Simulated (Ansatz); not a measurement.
Consider the hydrogenolysis of a C–C bond: `CCCCCCCCO` + H₂ → `CCCCCO` + `CCC`.

Program: Ansatz. Geometries: PBE0-D4/def2-TZVP. ΔE: electronic, gas phase. CBS: MP2 limit from def2 TZ/QZ plus the TZ coupled-cluster correction, frozen cores. This one scheme is used for every species. Functionals use def2-TZVPP. Each species was taken in one conformer, which may not be the lowest.

Problem. Is it downhill or uphill in electronic energy at CCSD(T)/CBS, and by how much? (Best estimate.)

Solution. Computed: Downhill: ΔE = -67.8 kJ/mol.

Problem. What do these levels give: PBE-D4, r2SCAN-D4, ωB97M-V, B2PLYP, r2SCAN, MP2/def2-TZVPP, CCSD(T)/def2-TZVPP, HF/def2-QZVPP, MP2/def2-QZVPP, SCS-MP2/def2-QZVPP, HF/CBS(def2), MP2/CBS(def2)? (An estimate is asked.)

Solution. Ansatz gave: PBE-D4 -69.7, r2SCAN-D4 -72.4, ωB97M-V -70.5, B2PLYP -81.9, r2SCAN -76.6, MP2/def2-TZVPP -64.8, CCSD(T)/def2-TZVPP -68.8, HF/def2-QZVPP -102.1, MP2/def2-QZVPP -64.2, SCS-MP2/def2-QZVPP -70.8, HF/CBS(def2) -102.1, MP2/CBS(def2) -63.8 kJ/mol.

Largest T1 diagnostic among the species: 0.009.

In def2-TZVPP, CCSD(T) changes the Hartree–Fock value by +33.5 kJ/mol (the triples alone add +6.0 kJ/mol) and MP2 by +37.5 kJ/mol. The D4 term adds +17.0 kJ/mol with B3LYP and +10.3 kJ/mol with PBE0; it sums over pairs of atoms, weighted by their polarisabilities, and B3LYP, whose exchange is more repulsive, gets the larger term.

B3LYP here is the variant with VWN-RPA as its local correlation; programs differ in this.
